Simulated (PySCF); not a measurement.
arsenic trifluoride cation (AsF₃), SMILES F[As](F)F (connectivity only; charge and spin as stated), charge +1, multiplicity 2. The structure is a stationary point at PBE0-D3(BJ)/def2-SVP. The spin state was assumed, not searched.

All values below come from PySCF 2.14.0 with PBE0-D3(BJ)/def2-SVP.

Harmonic wavenumbers (cm⁻¹): 229, 229, 278, 753, 806, 806. Rotational constants (GHz): 6.212, 6.212, 3.684; symmetry number 3.

Q: Work out the zero-point energy and the ideal-gas rigid-rotor harmonic-oscillator thermochemistry at 298.15 K and 1 atm.

A: ZPE = ½ Σ hcν = ½ × 3100 cm⁻¹ = 18.54 kJ/mol. H − E(el) = 33.00 kJ/mol. Entropy in J/(mol K): translation 169.63, rotation 96.42, vibration 25.01, spin 5.76, total 296.83. G − E(el) = -55.50 kJ/mol. Cp = 63.89 J/(mol K).
